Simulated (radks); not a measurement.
Results of a calculation; reference values are marked as such.
Spherical jellium clusters: N electrons in a uniform positive sphere of charge N and radius rs N^(1/3), rs = 3.21 bohr. Level of theory: non-relativistic Kohn-Sham, exchange-only LDA, spin-polarised, spherical densities (a radial shooting solver with Libxc functionals). Levels are named by radial order and angular momentum (1s, 1p, 1d, 2s, ...), and open shells are averaged over m.

N = 3, configuration 1s2 1p(up 1, down 0). This is the lowest configuration that the search found. Occupied and some empty levels:

level    occupation  eigenvalue (eV)  <r> (bohr)
1s up             1          -4.2339       3.709
1s down           1          -3.6201       3.547
1p up             1          -1.7553       5.361
1p down           0         -0.95302       5.469
2s up             0         -0.37534       10.21

Energy (eV): total -1.39677, kinetic 6.6796, external -57.456, Hartree 26.470, exchange-correlation -8.8305, background 31.739.
